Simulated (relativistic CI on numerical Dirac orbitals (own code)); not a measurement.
# Re65+: sensitivity of the levels to the model

Base calculation: Dirac-Coulomb-Breit CI, KLI orbitals optimised for each configuration, model QED (radiative potential, 1s self-energy scaled to tabulated hydrogen-like ionisation energies), unscaled Slater integrals.

CI space (outside the closed core 1s2): 2s2 2p6, 2s2 2p5 3s, 2s2 2p5 3p, 2s2 2p5 3d, 2s 2p6 3s, 2s 2p6 3p, 2s 2p6 3d, 2s2 2p5 4s, 2s2 2p5 4p, 2s2 2p5 4d, 2s2 2p5 4f, 2s2 2p4 3s2, 2s2 2p4 3s 3p, 2s 2p6 4s, 2s2 2p5 5s, 2s 2p6 4p, 2s2 2p5 5p, 2s2 2p4 3s 3d, 2s2 2p5 5d, 2s2 2p4 3p2, 2s2 2p5 5f, 2s2 2p5 5g, 2s 2p6 4d, 2s 2p6 4f, 2s2 2p4 3p 3d, 2s 2p5 3s2, 2s2 2p4 3d2, 2s 2p5 3s 3p, 2s 2p5 3s 3d, 2s 2p5 3p2, 2s 2p6 5s, 2s 2p6 5p, 2s 2p5 3p 3d, 2s 2p6 5d, 2s 2p6 5f, 2s 2p6 5g. Levels of other configurations are missing.

Variants: (1) P86 correlation estimate; (2) configuration mixing switched off; (3) one mean potential for all configurations. Shifts of the energy above 2s2 2p6 1S_0, in eV, for the lowest level and the first level of each name with at least 55 % of one term (blank where a level changes its place among those of its configuration and J or its character, or is not in the variant):

| Level | Base | Δ(1) | Δ(2) | Δ(3) |
| --- | --- | --- | --- | --- |
| 2s2 2p6 1S_0 | 0.0 | 0.0 | 0.0 | 0.0 |
| 2s2 2p5 3s 3P°_2 | 8530.3 | +1.4 | -0.2 | -1.8 |
| 2s2 2p5 3s 1P°_1 | 8539.0 | +1.4 | -0.1 | -1.8 |
| 2s2 2p5 3p 3D_3 | 9086.6 | +1.5 | -0.5 | -1.6 |
| 2s2 2p5 3p 1P_1 | 9087.0 | +1.5 | 0.0 | -1.6 |
| 2s2 2p5 3p 3P_2 | 9099.9 | +1.5 | -0.5 | -1.7 |
| 2s2 2p5 3p 1S_0 | 9158.1 | +1.5 | +0.6 | -0.7 |
| 2s2 2p5 3d 3P°_0 | 9248.6 | +1.2 | -0.5 | -1.8 |
| 2s2 2p5 3d 3P°_1 | 9258.8 | +1.2 | -0.7 | -1.8 |
| 2s2 2p5 3d 3F°_4 | 9348.4 | +1.2 | -1.0 | -1.8 |
| 2s2 2p5 3d 3D°_3 | 9366.0 | +1.2 | -1.0 | -1.8 |
| 2s2 2p5 3d 1P°_1 | 9395.7 | +1.2 | -0.3 | -1.8 |
| 2s2 2p5 3s 3P°_0 | 10006.3 | +1.4 | +0.2 | -1.5 |
| 2s2 2p5 3s 3P°_1 | 10009.7 | +1.4 | -0.2 | -1.5 |

At this charge energies of transitions that change n are usually good to better than 1 %, and those within a shell (Δn = 0) to a few per cent.

Ionisation energy from the two ground configurations alone: base 16073.3 eV. The NIST ASD value (theoretical) is 16080 eV.

LS names give the leading component of a level, which can be under half, so a name can repeat, a term be missing and a line seem to break the LS rules.
